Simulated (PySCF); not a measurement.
Ionisation energy of In+ by level of theory

In+ [Kr] 4d10 5s2 (1S) → In(2+) [Kr] 4d10 5s1 (2S), as a difference of total energies. Calculation: PySCF 2.14, in aug-cc-pwCVDZ-PP with ECP28MDF (6s5p4d1f, 48 functions); scalar relativity through the core potential. Correlated levels: valence and next inner shell: nothing frozen outside the core potential. The calculations carry no spin-orbit coupling.

```
                                method  ionisation energy (eV)  error (eV)
                                   UHF                  17.008      -1.862
    MP2 (valence and next inner shell)                  18.643      -0.227
SCS-MP2 (valence and next inner shell)                  18.584      -0.286
   CCSD (valence and next inner shell)                  18.519      -0.351
CCSD(T) (valence and next inner shell)                  18.600      -0.270
```

Reference: 18.870 eV (measured; NIST Atomic Spectra Database, ionization energies).

Errors of the correlated levels include the incompleteness of this basis.
